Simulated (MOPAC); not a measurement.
Job for MOPAC: AM1 on CH6GeS (SMILES C[S][GeH3]), a point of a torsion scan.

```
AM1 1SCF PRECISE CHARGE=0 THREADS=1
CH6GeS

C      1.52673987 1    -0.19657300 1     0.06439574 1
S      1.22632035 1     0.93665616 1    -1.34638632 1
Ge     0.61829041 1    -0.50488487 1    -2.88991874 1
H      1.33442200 1    -1.22624700 1    -0.22221183 1
H      2.56115472 1    -0.08247059 1     0.37134119 1
H      0.86585419 1     0.09412705 1     0.87431342 1
H      1.70873832 1    -1.51313146 1    -3.13711711 1
H      0.32386421 1     0.24889157 1    -4.14466961 1
H     -0.59979672 1    -1.27346276 1    -2.45149033 1
```

Program output:

```
*******************************************************************************
 **                                                                           **
 **                              MOPAC v23.2.5                                **
 **                                                                           **
 *******************************************************************************
 ** MOPAC's Digital Object Identifier: https://doi.org/10.5281/zenodo.6511958 **
 **                                                                           **
 ** Please cite the open-source release paper for use of this MOPAC version:  **
 ** J. E. Moussa and J. J. P. Stewart (2026)                                  **
 ** MOPAC: An open-source semiempirical molecular orbital program             **
 ** J. Open Source Softw., 11(119), 8025, https://doi.org/10.21105/joss.08025 **
 *******************************************************************************

                              AM1 CALCULATION RESULTS

 *******************************************************************************
 *  AM1        - The AM1 Hamiltonian to be used
 *
 *
 *
 *                 CHARGE ON SYSTEM = 0
 *
 *
 *
 *  PRECISE    - TIGHTER CRITERIA TO BE USED
 *  1SCF       - DO 1 SCF AND THEN STOP
 *  THREADS=1  - MULTI-THREADING NOT USED
 *  T=         - A TIME OF 172800.0 SECONDS REQUESTED
 *  DUMP=N     - RESTART FILE WRITTEN EVERY 7200.0 SECONDS REQUESTED
 *******************************************************************************
AM1 1SCF PRECISE CHARGE=0 THREADS=1
 CH6GeS

   ATOM   CHEMICAL          X               Y               Z
  NUMBER   SYMBOL      (ANGSTROMS)     (ANGSTROMS)     (ANGSTROMS)

     1       C          1.52673987  *  -0.19657300  *   0.06439574  *
     2       S          1.22632035  *   0.93665616  *  -1.34638632  *
     3      Ge          0.61829041  *  -0.50488487  *  -2.88991874  *
     4       H          1.33442200  *  -1.22624700  *  -0.22221183  *
     5       H          2.56115472  *  -0.08247059  *   0.37134119  *
     6       H          0.86585419  *   0.09412705  *   0.87431342  *
     7       H          1.70873832  *  -1.51313146  *  -3.13711711  *
     8       H          0.32386421  *   0.24889157  *  -4.14466961  *
     9       H         -0.59979672  *  -1.27346276  *  -2.45149033  *



          CARTESIAN COORDINATES

    NO.       ATOM           X           Y           Z

     1         C          1.5267     -0.1966      0.0644
     2         S          1.2263      0.9367     -1.3464
     3        Ge          0.6183     -0.5049     -2.8899
     4         H          1.3344     -1.2262     -0.2222
     5         H          2.5612     -0.0825      0.3713
     6         H          0.8659      0.0941      0.8743
     7         H          1.7087     -1.5131     -3.1371
     8         H          0.3239      0.2489     -4.1447
     9         H         -0.5998     -1.2735     -2.4515

  H: (AM1): M.J.S. DEWAR ET AL, J. AM. CHEM. SOC. 107 3902-3909 (1985)
  C: (AM1): M.J.S. DEWAR ET AL, J. AM. CHEM. SOC. 107 3902-3909 (1985)
  S: (AM1): M.J.S. DEWAR, Y-C YUAN, INORGANIC CHEMISTRY, 29, 3881:3890,  (1990)
 Ge: (AM1): M.J.S.Dewar and C.Jie, Organometallics, 8, 1544, (1989)

           Empirical Formula: C H6 S Ge  =     9 atoms



      MOLECULAR POINT GROUP   :   Cs


      RHF CALCULATION, NO. OF DOUBLY OCCUPIED LEVELS = 10


 -------------------------------------------------------------------------------
 AM1 1SCF PRECISE CHARGE=0 THREADS=1
 CH6GeS



     1SCF WAS SPECIFIED, SO BFGS WAS NOT USED
     SCF FIELD WAS ACHIEVED


                              AM1 CALCULATION
                                                       MOPAC v23.2.5 Linux




          FINAL HEAT OF FORMATION =         23.85404 KCAL/MOL =      99.80530 KJ/MOL


          COSMO AREA              =        121.56 SQUARE ANGSTROMS
          COSMO VOLUME            =        113.00 CUBIC ANGSTROMS

          IONIZATION POTENTIAL    =          8.928061 EV
          HOMO LUMO ENERGIES (EV) =         -8.928 -1.272
          NO. OF FILLED LEVELS    =         10
          MOLECULAR WEIGHT        =        122.7084         POINT GROUP:  Cs

          MOLECULAR DIMENSIONS (Angstroms)

            Atom       Atom       Distance
            H     8    H     5     5.05071
            H     6    H     7     3.11865
            H     9    S     2     2.55627


          SCF CALCULATIONS        =          1





   ATOM   CHEMICAL          X               Y               Z
  NUMBER   SYMBOL      (ANGSTROMS)     (ANGSTROMS)     (ANGSTROMS)

     1       C          1.52673987  *  -0.19657300  *   0.06439574  *
     2       S          1.22632035  *   0.93665616  *  -1.34638632  *
     3      Ge          0.61829041  *  -0.50488487  *  -2.88991874  *
     4       H          1.33442200  *  -1.22624700  *  -0.22221183  *
     5       H          2.56115472  *  -0.08247059  *   0.37134119  *
     6       H          0.86585419  *   0.09412705  *   0.87431342  *
     7       H          1.70873832  *  -1.51313146  *  -3.13711711  *
     8       H          0.32386421  *   0.24889157  *  -4.14466961  *
     9       H         -0.59979672  *  -1.27346276  *  -2.45149033  *

                             CARTESIAN COORDINATES

   1    C        1.526739870    -0.196573000     0.064395740
   2    S        1.226320350     0.936656160    -1.346386320
   3   Ge        0.618290410    -0.504884870    -2.889918740
   4    H        1.334422000    -1.226247000    -0.222211830
   5    H        2.561154720    -0.082470590     0.371341190
   6    H        0.865854190     0.094127050     0.874313420
   7    H        1.708738320    -1.513131460    -3.137117110
   8    H        0.323864210     0.248891570    -4.144669610
   9    H       -0.599796720    -1.273462760    -2.451490330


           Empirical Formula: C H6 S Ge  =     9 atoms



      MOLECULAR POINT GROUP   :   Cs


                  EIGENVALUES
 -30.09390 -17.80946 -15.85753 -14.62884 -14.37762 -13.06380 -12.15653 -11.87656
 -10.99730  -8.92806  -1.27239   0.52046   0.53113   1.09054   2.33163   3.94955
   4.11661   4.60466


              NET ATOMIC CHARGES AND DIPOLE CONTRIBUTIONS

  ATOM NO.   TYPE          CHARGE      No. of ELECS.   s-Pop       p-Pop
    1          C          -0.253678        4.2537     1.22920     3.02448
    2          S          -0.203511        6.2035     1.91046     4.29306
    3         Ge           0.203789        3.7962     0.91576     2.88045
    4          H           0.089611        0.9104     0.91039
    5          H           0.105215        0.8948     0.89479
    6          H           0.105215        0.8948     0.89478
    7          H          -0.023542        1.0235     1.02354
    8          H           0.000458        0.9995     0.99954
    9          H          -0.023557        1.0236     1.02356
 DIPOLE           X         Y         Z       TOTAL
 POINT-CHG.    -0.272    -1.376    -0.434     1.469
 HYBRID         0.060    -0.850     0.503     0.989
 SUM           -0.212    -2.227     0.068     2.238


          ATOMIC ORBITAL ELECTRON POPULATIONS

     Atom    s        px        py        pz
    1  C   1.22920   1.05621   0.99197   0.97630
    2  S   1.91046   1.90735   1.19307   1.19264
    3 Ge   0.91576   0.98941   0.94224   0.94880
    4  H   0.91039
    5  H   0.89479
    6  H   0.89478
    7  H   1.02354
    8  H   0.99954
    9  H   1.02356

 **********************
 *                    *
 * JOB ENDED NORMALLY *
 *                    *
 **********************




 == MOPAC DONE ==
```

The run finished.

Cost: roughly 0.020 core-seconds.
